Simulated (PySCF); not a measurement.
## Radial density of Ba³⁹⁺ (barium, charge +39)

PBEsol, [Ne] 3s2 3p5, 2P determinant. Calculation: PySCF 2.14, in an even-tempered Gaussian basis (18 s from 6.9 bohr⁻², ratio 2.5; 12 p from 9 bohr⁻², ratio 2.5; 5 d from 40 bohr⁻², ratio 2.7; 4 f from 60 bohr⁻², ratio 2.7); the spin-free X2C one-electron Hamiltonian (Gaussian nucleus).

```json
{"r (bohr)": "0.0218", "4πr²ρ (e/bohr)": "71.46", "4πr²(ρα − ρβ)": "0.4237"}
{"r (bohr)": "0.0367", "4πr²ρ (e/bohr)": "63.41", "4πr²(ρα − ρβ)": "1.2464"}
{"r (bohr)": "0.0617", "4πr²ρ (e/bohr)": "84.76", "4πr²(ρα − ρβ)": "1.7332"}
{"r (bohr)": "0.104", "4πr²ρ (e/bohr)": "69.39", "4πr²(ρα − ρβ)": "0.1338"}
{"r (bohr)": "0.174", "4πr²ρ (e/bohr)": "31.33", "4πr²(ρα − ρβ)": "2.5688"}
{"r (bohr)": "0.293", "4πr²ρ (e/bohr)": "28.92", "4πr²(ρα − ρβ)": "3.9942"}
{"r (bohr)": "0.493", "4πr²ρ (e/bohr)": "2.043", "4πr²(ρα − ρβ)": "0.2864"}
{"r (bohr)": "0.830", "4πr²ρ (e/bohr)": "0.003853", "4πr²(ρα − ρβ)": "0.0005"}
```

Densities and radii are taken from the X2C orbitals without a picture-change correction, which distorts them close to the nucleus.

Spin-orbit coupling, absent here, splits the open shell strongly.
